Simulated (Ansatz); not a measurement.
Pb₂O₅H₆, a hydroxylated oxide cluster: single points at one geometry.

```yaml
crystal:
  periodic: [false, false, false]
  atoms:
    - {symbol: Pb, position_ang: [1.049962, 0.283220, -1.369562]}
    - {symbol: Pb, position_ang: [-0.507572, -1.081250, 1.285392]}
    - {symbol: O, position_ang: [-2.826868, -0.208453, 0.318473]}
    - {symbol: O, position_ang: [-0.836139, -1.469634, -0.907029]}
    - {symbol: O, position_ang: [1.635488, -1.068233, 0.376947]}
    - {symbol: O, position_ang: [-0.420921, 0.988323, 0.322076]}
    - {symbol: O, position_ang: [2.122560, 1.551512, 0.129755]}
    - {symbol: H, position_ang: [-2.467160, -0.700363, -0.454236]}
    - {symbol: H, position_ang: [-2.350249, 0.641129, 0.232357]}
    - {symbol: H, position_ang: [-0.625238, -2.362233, -1.218466]}
    - {symbol: H, position_ang: [2.204687, -0.387514, 0.794077]}
    - {symbol: H, position_ang: [0.324193, 1.544620, 0.659656]}
    - {symbol: H, position_ang: [2.697267, 2.268876, -0.169422]}
basis:
  gaussian: {orbitals: def2-TZVPD, initial_orbitals: start.molden}
hamiltonian: {xc: pbe0, dispersion: d4}
scf: {omitted_lower_state_checks: [starts]}
output: {orbitals: {seedname: orbitals}}
```

The file start.molden holds the orbitals of an earlier run on this structure, at another level or in another basis.

```sh
$ ansatz run in.yaml --threads 4 --pin off --events-out ev --progress --plain --max-ram 8704MiB
```

It prints (some lines left out):

```
Functional definition: PBE0
  name "PBE0"
  cite "Adamo & Barone, J. Chem. Phys. 110, 6158 (1999) doi:10.1063/1.478522"
  cite "Perdew, Burke & Ernzerhof, Phys. Rev. Lett. 77, 3865 (1996) doi:10.1103/PhysRevLett.77.3865"
  parent pbe
  parameter a = 0.25
  parameter kappa = 0.804
  parameter beta = 0.06672455060314922
  exchange = (1 - a)*pbe_x(kappa = kappa, mu = beta*pi^2/3) + a*exact_x
  correlation = pbe_c(beta = beta)
these checks for a lower state are left out or cut short: starts
2168 factors; their error is unknown
mean field evaluation 1: about -20827.6174 eV, gradient 7.5e0 eV
mean field evaluation 2: about -20827.7981 eV, gradient 2.6e-1 eV
mean field evaluation 4: about -20827.8939 eV, gradient 1.1e-3 eV
mean field -20827.89386883 eV, -765.4109820260 hartree, gradient 1.9e-5 eV, S^2 0.000000; 0 other end points of the search recorded, 0 dependent functions left out
reference -20827.89392282 eV, -765.4109840099 hartree; 45, 45 occupied and 321, 321 virtual orbitals, 2168 factors
Total energy: -20828.26169733 eV, -765.4244994740 hartree
Checks for a lower state left out: starts
```

Run time 14 s (4 threads of Arm Neoverse V2 on a shared host), peak host memory 1.8 GiB.

The first input with `gaussian: {orbitals: def2-SVP, initial_orbitals: start.molden}` (abridged; 3.3 s):

```
Functional definition: PBE0
mean field -20814.55909492 eV, -764.9209381234 hartree, gradient 5.3e-5 eV, S^2 0.000000
Total energy: -20814.92690249 eV, -764.9344548024 hartree
Checks for a lower state left out: starts
```

As the first input, with `gaussian: {orbitals: def2-TZVP, initial_orbitals: start.molden}`, `output: {forces: true, orbitals: {seedname: orbitals}}` (abridged; 13 s):

```
Functional definition: PBE0
mean field -20827.71301042 eV, -765.4043356020 hartree, gradient 2.6e-5 eV, S^2 0.000000
Total energy: -20828.08082668 eV, -765.4178526004 hartree
Atom 0 force     0.108203     0.076627     0.494017 eV/Å
Atom 1 force     0.176113     0.179168    -0.425350 eV/Å
Atom 2 force     0.313234     0.162552    -0.368491 eV/Å
Atom 3 force     0.125797    -0.424876     0.082692 eV/Å
Atom 4 force     0.046031     0.352854     0.069325 eV/Å
Atom 5 force     0.440746    -0.000679     0.138897 eV/Å
Atom 6 force     0.242960     0.284815    -0.350123 eV/Å
Atom 7 force    -0.248289     0.058574     0.245208 eV/Å
Atom 8 force    -0.251418    -0.186092     0.117613 eV/Å
Atom 9 force    -0.099024     0.364172     0.135523 eV/Å
Atom 10 force    -0.205367    -0.346555    -0.155909 eV/Å
Atom 11 force    -0.425031    -0.232106    -0.113935 eV/Å
Atom 12 force    -0.223954    -0.288453     0.130532 eV/Å
Dipole moment:     0.250769    -0.203312    -0.187551 e Å
Checks for a lower state left out: starts
```

First input, but with `gaussian: {orbitals: def2-SVP, initial_orbitals: start.molden}`, `correlation: {method: ccsd_t}` and without the key `hamiltonian` (abridged; 1.7 min):

```
Functional definition: HF
mean field -20715.23925636 eV, -761.2710013778 hartree, gradient 2.9e-6 eV, S^2 0.000000
13 core orbitals not correlated: weight in the atoms' cores, before any rotation towards them, 1.000 or more for the frozen orbitals, at most 0.000 for the correlated occupied ones
second order -32.44308144 eV of doubles, -0.00000000 eV of singles
cycle   1  -32.07266907 eV  change    3.7e-1 eV  update   1.8e-1
cycle   2  -32.95278534 eV  change   -8.8e-1 eV  update   5.9e-2
cycle   3  -33.24654175 eV  change   -2.9e-1 eV  update   3.4e-2
cycle   4  -33.23823371 eV  change    8.3e-3 eV  update   9.4e-3
cycle   5  -33.22927127 eV  change    9.0e-3 eV  update   4.3e-3
cycle   6  -33.23071497 eV  change   -1.4e-3 eV  update   1.5e-3
cycle   7  -33.23052401 eV  change    1.9e-4 eV  update   6.4e-4
cycle   8  -33.23002029 eV  change    5.0e-4 eV  update   2.2e-4
cycle   9  -33.23001553 eV  change    4.8e-6 eV  update   9.9e-5
cycle  10  -33.23013049 eV  change   -1.1e-4 eV  update   3.9e-5
cycle  11  -33.23007555 eV  change    5.5e-5 eV  update   1.5e-5
perturbative correction -0.91822214 eV, -0.0337440412 hartree
Total energy: -20749.38755405 eV, -762.5259281711 hartree
Checks for a lower state left out: starts
```

First input, but with `gaussian: {orbitals: def2-TZVP, initial_orbitals: start.molden}`, `hamiltonian: {xc: {name: BHLYP}, dispersion: d4}`, `output: {forces: true, orbitals: {seedname: orbitals}}` (abridged; 14 s):

```
Functional definition: BHLYP
mean field -20826.52128902 eV, -765.3605406485 hartree, gradient 1.4e-5 eV, S^2 0.000000
Total energy: -20827.16189801 eV, -765.3840825943 hartree
Atom 0 force     0.191918     0.143957     0.493189 eV/Å
Atom 1 force     0.215762     0.168895    -0.442693 eV/Å
Atom 2 force     0.799341     0.352480    -0.871598 eV/Å
Atom 3 force     0.281943    -0.905116     0.068934 eV/Å
Atom 4 force     0.193574     0.852849     0.255415 eV/Å
Atom 5 force     0.980597     0.141992     0.345133 eV/Å
Atom 6 force     0.519391     0.617267    -0.638673 eV/Å
Atom 7 force    -0.519252     0.302546     0.631427 eV/Å
Atom 8 force    -0.551215    -0.572302     0.180658 eV/Å
Atom 9 force    -0.223652     0.810468     0.256420 eV/Å
Atom 10 force    -0.459130    -0.780458    -0.341022 eV/Å
Atom 11 force    -0.930371    -0.492339    -0.259409 eV/Å
Atom 12 force    -0.498906    -0.640239     0.322219 eV/Å
Dipole moment:     0.254768    -0.226614    -0.196752 e Å
Checks for a lower state left out: starts
```

First input, but with `gaussian: {orbitals: def2-TZVP, initial_orbitals: start.molden}`, `hamiltonian: {xc: {name: wB97X-V}}` (abridged; 19 s):

```
Functional definition: wB97X-V
mean field -20833.66947108 eV, -765.6232314939 hartree, gradient 2.5e-5 eV, S^2 0.000000
Total energy: -20833.66946837 eV, -765.6232313943 hartree
Checks for a lower state left out: starts
```

First input, but with `gaussian: {orbitals: def2-TZVP, initial_orbitals: start.molden}`, `hamiltonian: {xc: {name: r2SCAN0}, dispersion: d4}` (abridged; 13 s):

```
Functional definition: r2SCAN0
mean field -20833.78019946 eV, -765.6273006867 hartree, gradient 2.4e-5 eV, S^2 0.000000
Total energy: -20833.90030976 eV, -765.6317146587 hartree
Checks for a lower state left out: starts
```

Geometry: r2SCAN-D4/def2-SVP.

In the def2 sets Pb takes a core potential; there is no spin–orbit coupling. Correlated methods freeze 13 core orbitals; core or outer-core shells of Pb are correlated, in sets that lack core-valence functions.
